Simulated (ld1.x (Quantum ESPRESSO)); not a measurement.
cadmium: one change to a PAW potential, before and after

- Element: cadmium
- Generator: ld1.x (Quantum ESPRESSO) 7.5
- Type: PAW
- Functional: LDA (PZ)
- Relativity: scalar-relativistic
- Frozen core: [Kr] 4d10
- Valence charge: 2
- Reference configuration: 5s1.5 5p0.5
- Partial waves: 5s (bound): rcut 2.10, rcutus 2.80 bohr; 5s channel at 0.65 Ry: rcut 2.10, rcutus 2.80 bohr; 5p (bound): rcut 2.35, rcutus 3.05 bohr; 5p channel at 0.45 Ry: rcut 2.35, rcutus 3.05 bohr
- Local potential: all-electron potential smoothed inside 3.00 bohr (lloc = -1)
- Core correction: Bessel-smoothed model core, default radius (core density twice the valence density)
- Augmentation charge: PSQ, inside the norm-conserving radii

Change: local potential all-electron potential smoothed inside 1.88 bohr (lloc = -1).

Cutoffs: the cutoffs (Ry, on a coarse ladder) from which the occupation-weighted sum of valence levels, in a spherical-Bessel basis at the reference potential, stays within 10 and 1 mRy of its value at 400 Ry; they do not see the model core or the augmentation charge, which bear on the density cutoff. Errors are all-electron minus pseudo energies relative to the spin-unpolarised reference configuration.

Problem. How do hardness, ghosts and transferability respond?

Solution. Both files are so soft that the ladder of cutoffs tells neither apart; the errors of the 8 common tests hardly move; the range in which the s phases agree widens (upper end 2.1 → at the end of the scan); neither file shows a bound ghost.

```csv
quantity,base,changed
"cutoff, loose",6 Ry,6 Ry
"cutoff, tight",6 Ry,6 Ry
bound ghosts,none,none
"error for 5s2 5p0, meV [ΔE -2.35 eV]",-8.0,-7.9
"error for 5s1 5p0, meV [ΔE 7.28 eV]",-69,-68
"error for 5s1.5 5p0, meV [ΔE 1.52 eV]",-5.4,-5.4
"error for 5s1 5p1, meV [ΔE 2.44 eV]",-8.2,-8.1
"error for 5s0 5p2, meV [ΔE 7.56 eV]",-69,-69
"error for 5s0 5p1, meV [ΔE 13.18 eV]",-177,-177
"error for 5s1.5 5p0.5 (spin-polarised), meV [ΔE -0.12 eV]",-3.0,-3.0
"error for 5s1 5p0 (spin-polarised), meV [ΔE 7.09 eV]",-79,-79
s: phases at 3.31 bohr within 0.05 rad from the reference energy up to (Ry; the scan ends near 5),2.1,to the end of the scan
p: phases at 3.31 bohr within 0.05 rad from the reference energy up to (Ry; the scan ends near 5),2.6,2.5
lowest overlap eigenvalue by channel,"s 0.37, p 0.62","s 0.27, p 0.50"
```
